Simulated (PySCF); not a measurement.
Correlation energy of Ar²⁺ (argon, charge +2)

[Ne] 3s1 3p5, 3s spin antiparallel (an excited configuration). All numbers are calculated (PySCF 2.14, the spin-free X2C one-electron Hamiltonian (Gaussian nucleus), in dyall-acv3z (19s12p6d4f, 113 functions)). Frozen: [Ne]; 6 electrons correlated; the 23 highest virtual orbitals of each spin left out.

MP2 pair energies summed by pair of shells (mhartree):

```json
{"pair": "3p-3p", "energy": "-174.79", "share (%)": "74.9"}
{"pair": "3s-3p", "energy": "-58.70", "share (%)": "25.1"}
```

Total MP2 correlation energy: -233.49 mhartree.

Same-spin part -37.42 and opposite-spin part -196.07 mhartree; SCS-MP2 scales them by 1/3 and 6/5 to -247.76 mhartree.
